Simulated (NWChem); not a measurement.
Total energies of silylarsine (H5AsSi)

SMILES: [AsH2][SiH3]
```xyz
7

Si     1.5569    -0.2999     0.0000
As    -0.7829     0.2106     0.0000
H      2.1686     0.3168     1.2132
H      2.1686     0.3168    -1.2132
H      1.8473    -1.7633     0.0000
H     -1.0721    -0.8105     1.1036
H     -1.0721    -0.8105    -1.1036
```
Charge 0, spin multiplicity 1.

Program: NWChem. All single points use one geometry, from B3LYP/def2-SVP, a minimum by its harmonic frequencies.

Basis set: def2-SVP (75 functions).

```csv
method,total energy (Ha)
RHF,-2525.66655
MP2,-2526.01425
B2PLYP,-2527.47237
PBE,-2527.49542
B3LYP,-2528.06367
PBE0,-2527.59694
CCSD(T),-2526.05964
```

Total energies of different functionals aren't comparable as a measure of quality: only differences taken within one method are. 

The Hamiltonian is non-relativistic. The correlated methods keep 14 core orbitals frozen. B3LYP has NWChem's definition, with VWN1-RPA local correlation. Coupled-cluster values serve here as a point of comparison, not as the truth.
